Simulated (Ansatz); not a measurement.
C2H6BNOS can be A, `OB/C=N/CS`, or B, `CNB(S)C=O`.

Program: Ansatz. Geometries: PBE0-D4/def2-TZVP. ΔE: electronic, gas phase. CCSD(T)/CBS is the MP2 limit (def2-TZVPP, def2-QZVPP) plus CCSD(T) − MP2 in def2-TZVPP, frozen cores. Functionals use def2-TZVPP. B3LYP here is the variant with VWN-RPA as its local correlation; programs differ in this. Each species was taken in one conformer, which may not be the lowest.

Problem. Which is lower in electronic energy at CCSD(T)/CBS, and by how much? (Best estimate.)

Solution. Ansatz gave: B, by 22.8 kcal/mol.

Problem. Give E(B) − E(A) in kcal/mol with PBE-D4, r2SCAN-D4, B3LYP-D4, CCSD/def2-TZVPP, B2PLYP, CCSD(T)/def2-TZVPP, B3LYP. (An estimate is asked.)

Solution. Ansatz gave: PBE-D4 -26.1, r2SCAN-D4 -25.9, B3LYP-D4 -24.3, CCSD/def2-TZVPP -22.7, B2PLYP -23.4, CCSD(T)/def2-TZVPP -23.0, B3LYP -23.2. None reverses the order clearly.

Largest T1 diagnostic: 0.015.

The D4 term adds −1.0 kcal/mol with B3LYP and −0.5 kcal/mol with PBE0; it sums over pairs of atoms, weighted by their polarisabilities, and B3LYP, whose exchange is more repulsive, gets the larger term. In def2-TZVPP, CCSD(T) changes the Hartree–Fock value by −2.2 kcal/mol (the triples alone add −0.3 kcal/mol) and MP2 by −2.8 kcal/mol.
